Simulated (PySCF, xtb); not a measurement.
Ti(Cl)3(NH2) anion (Cl3H2NTi), SMILES [NH2][Ti]([Cl])([Cl])[Cl] (connectivity only; charge and spin as stated), charge -1, multiplicity 2. Other conformers were not sampled.

Harmonic wavenumbers (cm⁻¹) from GFN2-xTB in xtb 6.7.1 at its own minimum, in rising order: 45, 57, 84, 86, 101, 107, 230, 274, 325, 349, 446, 570, 1521, 3276, 3316.

**Question.** What does B3LYP-D3(BJ)/def2-SVPD (PySCF 2.14.0) give at its own minimum? (An estimate is asked for; the answer gives what the named calculation found.)

**Answer.** 74, 84, 92, 108, 142, 164, 300, 353, 357, 437, 506, 650, 1507, 3506, 3603. Paired by order, the mean absolute difference is 75 cm⁻¹ and the zero-point energies are 15.4 and 17.0 kcal/mol.
